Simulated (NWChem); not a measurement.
Molecule: ZnH₂SO; SMILES [OH][Zn][SH]

```xyz
5

Zn     0.0584     0.3831    -0.0085
O     -0.0604     2.1329     0.2473
H      0.2280     2.6754    -0.4932
S      0.1302    -1.7752    -0.2002
H      1.3494    -1.8556     0.3804
```
Atoms are numbered in this order, from 1.

Results from NWChem. Pople sets run with spherical d functions. Geometry: optimised at PBE0/def2-SVP. GIAO values for the isolated, static molecule; σ is the absolute isotropic shielding, δ = σ(reference) − σ with the isolated reference molecule computed at the same levels (1H: tetramethylsilane, 17O: water).

For level LDA (Slater exchange, VWN5)/pcSseg-1:

```yaml
"σ Zn1 (ppm)": 1519.3
"δ O2 (ppm)": 38.0
"δ H5 (ppm)": -0.09
```

Estimate the same quantities for level B3LYP/6-31G*.

The σ Zn1 (ppm) is 1786.1 and the δ O2 (ppm) comes out as 36.8. The δ H5 (ppm) comes out as -1.02.
